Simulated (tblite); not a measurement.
C5H8F2O2.
Atom-mapped SMILES: `[CH3:1][CH2:2][C@@H:3]1[O:4][C@@H:5]1[O:6][CH:7]([F:8])[F:9]` (hydrogens: H10, H11, H12 on C1; H13, H14 on C2; H15 on C3; H16 on C5; H17 on C7)

Computed with GFN2-xTB (tblite), gas phase: L-BFGS steps from a force-field or distance-geometry start until the largest atomic force falls under 0.01 eV/Å.

Step 76: E = -880.8436 eV
```
atom  x, y, z in Å  |  force x, y, z in eV/Å
C1     -2.1690    0.7217    0.3812   -0.037   0.006  -0.020
C2     -1.4092   -0.5974    0.4761   -0.036   0.019   0.003
C3     -0.4565   -0.7220   -0.6873   -0.009  -0.015   0.038
O4      0.7129   -1.4881   -0.5254    0.009   0.015   0.029
C5      0.8770   -0.1196   -0.6043   -0.013   0.004  -0.023
O6      1.2004    0.5793    0.5586    0.030  -0.014  -0.032
C7      2.4144    0.3210    1.1034    0.004   0.008   0.024
F8      2.3400   -0.6498    2.0422    0.014   0.061  -0.030
F9      2.8205    1.4283    1.7462    0.036  -0.054  -0.001
H10    -2.8727    0.8127    1.2038    0.022  -0.004   0.013
H11    -1.4775    1.5603    0.4156   -0.009  -0.035   0.025
H12    -2.7251    0.7694   -0.5521   -0.017   0.018  -0.014
H13    -2.1052   -1.4383    0.4629    0.015  -0.002  -0.017
H14    -0.8395   -0.6373    1.4055   -0.015  -0.007  -0.029
H15    -0.9109   -0.7961   -1.6734    0.027  -0.017   0.022
H16     1.3994    0.2422   -1.4886    0.027   0.028  -0.001
H17     3.1940    0.0257    0.3751   -0.049  -0.013   0.011
```

Step 77: E = -880.8444 eV
```
atom  x, y, z in Å  |  force x, y, z in eV/Å
C1     -2.1685    0.7196    0.3828   -0.030  -0.005  -0.012
C2     -1.4054   -0.5977    0.4756   -0.039   0.017   0.014
C3     -0.4561   -0.7203   -0.6902   -0.017  -0.005   0.042
O4      0.7150   -1.4840   -0.5330    0.018   0.001   0.035
C5      0.8763   -0.1151   -0.6091    0.003   0.012  -0.008
O6      1.2004    0.5810    0.5560    0.042  -0.013  -0.032
C7      2.4118    0.3180    1.1058   -0.007   0.009   0.002
F8      2.3244   -0.6347    2.0612    0.015   0.045  -0.029
F9      2.8318    1.4302    1.7305    0.034  -0.032   0.007
H10    -2.8743    0.8060    1.2038    0.010  -0.008   0.017
H11    -1.4800    1.5600    0.4245   -0.002  -0.027   0.007
H12    -2.7218    0.7673   -0.5524   -0.012   0.029  -0.006
H13    -2.1013   -1.4388    0.4637    0.024  -0.008  -0.012
H14    -0.8307   -0.6376    1.4018   -0.033  -0.006  -0.019
H15    -0.9155   -0.7949   -1.6731    0.033  -0.013  -0.008
H16     1.3976    0.2506   -1.4918    0.022   0.027  -0.010
H17     3.1892    0.0023    0.3836   -0.060  -0.021   0.011
```

Step 78: E = -880.8453 eV
```
atom  x, y, z in Å  |  force x, y, z in eV/Å
C1     -2.1683    0.7172    0.3840   -0.020  -0.005   0.008
C2     -1.4020   -0.5982    0.4750   -0.027   0.004   0.012
C3     -0.4555   -0.7192   -0.6927    0.003   0.006   0.032
O4      0.7185   -1.4795   -0.5396    0.013   0.006   0.035
C5      0.8754   -0.1100   -0.6138    0.015   0.007   0.000
O6      1.1998    0.5835    0.5528    0.048   0.008  -0.011
C7      2.4078    0.3152    1.1080   -0.008   0.003  -0.006
F8      2.3057   -0.6189    2.0804    0.021   0.045  -0.038
F9      2.8449    1.4315    1.7141    0.019  -0.033   0.001
H10    -2.8745    0.7994    1.2048   -0.006  -0.013   0.017
H11    -1.4815    1.5583    0.4334    0.001  -0.016  -0.014
H12    -2.7201    0.7666   -0.5522   -0.003   0.033   0.007
H13    -2.0965   -1.4400    0.4653    0.026  -0.017  -0.008
H14    -0.8207   -0.6373    1.3970   -0.056  -0.003   0.000
H15    -0.9174   -0.7944   -1.6735    0.028  -0.013  -0.036
H16     1.3967    0.2607   -1.4947    0.008   0.014  -0.017
H17     3.1807   -0.0230    0.3913   -0.061  -0.028   0.018
```

Problem. Estimate the geometry and energy of step 79. (The exact step hangs on the optimiser's Hessian estimate; all steps are aligned on step 78, rigid shifts and turns removed.)

Solution. E = -880.8463 eV, largest force 0.078 eV/Å
```
atom  x, y, z in Å  |  force x, y, z in eV/Å
C1     -2.1697    0.7157    0.3854   -0.004  -0.003   0.025
C2     -1.4002   -0.5978    0.4733   -0.007  -0.008  -0.003
C3     -0.4541   -0.7192   -0.6941    0.017   0.024  -0.004
O4      0.7224   -1.4758   -0.5410    0.010   0.007   0.034
C5      0.8757   -0.1062   -0.6184    0.023   0.012   0.021
O6      1.1998    0.5888    0.5477    0.060   0.024   0.015
C7      2.4041    0.3141    1.1092   -0.018  -0.019  -0.040
F8      2.2892   -0.6066    2.0918    0.011   0.013  -0.020
F9      2.8554    1.4293    1.7041    0.015   0.015   0.006
H10    -2.8725    0.7942    1.2090   -0.027  -0.018   0.020
H11    -1.4834    1.5563    0.4401    0.009   0.005  -0.035
H12    -2.7238    0.7689   -0.5494    0.010   0.027   0.015
H13    -2.0928   -1.4407    0.4648    0.019  -0.031  -0.002
H14    -0.8136   -0.6362    1.3915   -0.072  -0.002   0.030
H15    -0.9152   -0.7984   -1.6746    0.020  -0.012  -0.046
H16     1.3982    0.2669   -1.4975   -0.009  -0.003  -0.027
H17     3.1736   -0.0415    0.3977   -0.056  -0.033   0.010
```

The energy changes by -0.0009 eV. The first-order estimate −F·Δx gives -0.0014 eV and the mean of the old and new forces, exact on a quadratic surface, -0.0010 eV. The step makes an angle of 78° with the force vector and moves no atom by more than 0.024 Å.

The cost below is that of the whole relaxation. Time: 1.6 s. Hardware: Intel Xeon at 2.70 GHz, one thread, no GPU, shared host with 64 logical CPUs at a one-minute load of 62.
